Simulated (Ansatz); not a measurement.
**Energy profile**

The step: CH₇NSi ([CH3][SiH2][NH2]) + H₂ → CH₆Si ([CH3][SiH3]) + NH₃; bonds formed: Si1–H7, N2–H6; bonds broken: Si1–N2, H6–H7 (atoms numbered as in the saddle structure below).

| atom | x (Å) | y (Å) | z (Å) |
| --- | --- | --- | --- |
| Si1 | -0.6574 | -0.0773 | 0.0131 |
| N2 | 0.4588 | -0.9157 | 1.2814 |
| H3 | -1.1575 | -1.3879 | -0.5714 |
| H4 | -1.9071 | 0.4661 | 0.5992 |
| C5 | 0.1651 | 0.7177 | -1.4674 |
| H6 | 0.5914 | 0.2403 | 1.5131 |
| H7 | 0.1899 | 1.2521 | 1.0639 |
| H8 | -0.0038 | -1.5097 | 1.9618 |
| H9 | 1.2659 | -1.3982 | 0.9003 |
| H10 | 0.1324 | 1.8055 | -1.4002 |
| H11 | 1.2197 | 0.4258 | -1.4952 |
| H12 | -0.2972 | 0.3815 | -2.3986 |

Electronic energies by CCSD(T) at an estimated basis limit (MP2 extrapolated from triple and quadruple zeta, plus CCSD(T) − MP2 in triple zeta), on PBE0-D4/def2-TZVP structures; CH9NSi, singlet; no counterpoise correction. Ansatz 0.2.0; basis: def2-TZVPP and def2-QZVPP; cores frozen in the correlated methods. Extrapolation: Hartree–Fock as exp(−7.88 √X), correlation as X^−2.97.

Task: Give the profile in eV, counted from the separated reactants. (An estimate is asked for; the value comes from the calculation.)

Result: By the calculation:
```json
{"point": "separated: CH7NSi (linked as [CH3][SiH2][NH2]; Si1, N2, H3, H4, C5, H8, H9, H10, H11, H12; singlet) + H2 (H6, H7; singlet)", "eV": "0.000"}
{"point": "start structure", "eV": "-0.028"}
{"point": "saddle", "eV": "2.197"}
{"point": "end structure", "eV": "0.177"}
{"point": "separated: CH6Si (linked as [CH3][SiH3]; Si1, H3, H4, C5, H7, H10, H11, H12; singlet) + NH3 (N2, H6, H8, H9; singlet)", "eV": "0.276"}
```

The T1 diagnostic stays at or below 0.011.

For scale, one of the runs: CCSD(T)/def2-TZVPP, 230 basis functions, launched by `ansatz run in.yaml --threads 4 --pin off --events-out ev --progress --plain --max-ram 9574MiB`. Hardware: 4 CPU threads of an Arm Neoverse V2, shared host. Wall time 50 s; peak host memory 3.9 GiB.
